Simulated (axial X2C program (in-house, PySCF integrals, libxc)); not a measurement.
Working with the constants of LiNi

A bond curve at the PBE0 level, with spin–orbit coupling, was computed with an in-house all-electron X2C program for linear molecules (integrals from PySCF) (basis Ni dyall-cv3z [9s9p6d3f2g], Li dyall-cv3z [7s8p2d] (cores contracted in-house)) for the state Ω = 5/2 (⟨Sz⟩ = 0.50, ⟨Lz⟩ = 2.00 at PBE0). Its fit gives Re = 2.2689 Å, ωe = 393.2 cm⁻¹, ωexe = 2.17 cm⁻¹ and αe = 4.859e-03 cm⁻¹; the masses are 57.9353 and 7.0160 u. Two-component means X2C with spin–orbit coupling and atomic mean-field Coulomb and Gaunt terms.

Problem. Find the reduced mass, Be and the force constant.

Solution. From the PBE0 values: μ = 6.2581 u. Be = 16.8576/(μ Re²) = 0.5233 cm⁻¹. k = 5.8918×10⁻⁷ μ ωe² = 0.57 mdyn/Å.

Problem. Where do the fundamental and the first overtone lie?

Solution. ν(1←0) = ωe − 2ωexe = 388.9 cm⁻¹; ν(2←0) = 2ωe − 6ωexe = 773.4 cm⁻¹.

Problem. Estimate the centrifugal constant by the Kratzer relation.

Solution. D = 4Be³/ωe² = 3.71e-06 cm⁻¹.

Problem. The dipole moment p changes by 1.71 D/Å at Re. What harmonic infrared intensity follows?

Solution. I = 42.256 × (dp/dR)²/μ = 20 km/mol.

Problem. A Morse curve ties αe to the other constants (Pekeris). How well does that hold?

Solution. αe(Morse) = 6Be²/ωe × (√(ωexe/Be) − 1) = 4.330e-03 cm⁻¹; the PBE0 curve gives 4.859e-03 cm⁻¹, a ratio of 0.89.

The state is one determinant whose occupation by symmetry is held fixed; it was picked as the lowest of a PBE0 search that is not exhaustive. Density functionals use the spin component along the axis (collinear). Other states lie close and PBE0, whose exact exchange favours high spin, may order them wrongly; the determinant shown need not be the ground state. The nearest other 2c determinant of the search, Ω = 1/2, lies 0.10 eV up at the distance of the search. The functionals have no current-density term, which raises determinants with orbital currents, atoms included.
